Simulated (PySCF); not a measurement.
Computed IR spectrum (relative IR intensity) of a molecule CH₆O₂Si₂. Geometry: B3LYP-D3(BJ)/def2-SVP. The values are those of a single conformer. These are B3LYP-D3(BJ)/def2-SVP in PySCF values and carry that method's errors. Frequencies are harmonic and unscaled.

Lines under 2 % of the strongest are left out, and lines within 2 cm⁻¹ are merged.

ν (cm⁻¹): 77 (vw), 155 (vw), 488 (w), 741 (w), 750 (m), 891 (vs), 896 (w), 952 (s), 957 (m), 960 (m), 1009 (s), 1115 (vs), 1373 (vw), 1787 (m), 2222 (m), 2231 (s), 2248 (m), 2802 (m) (against the strongest line: vs over 80 %, s over 45 %, m over 15 %, w over 4 %, vw less)

Question: Which molecule gave these data?
(A) C[SiH]1O[SiH2]O1
(B) O=C[Si@@H](O)[SiH3]
(C) O=C[SiH2]O[SiH3]
(D) [SiH3][SiH]1OCO1

Answer: C, O=C[SiH2]O[SiH3]
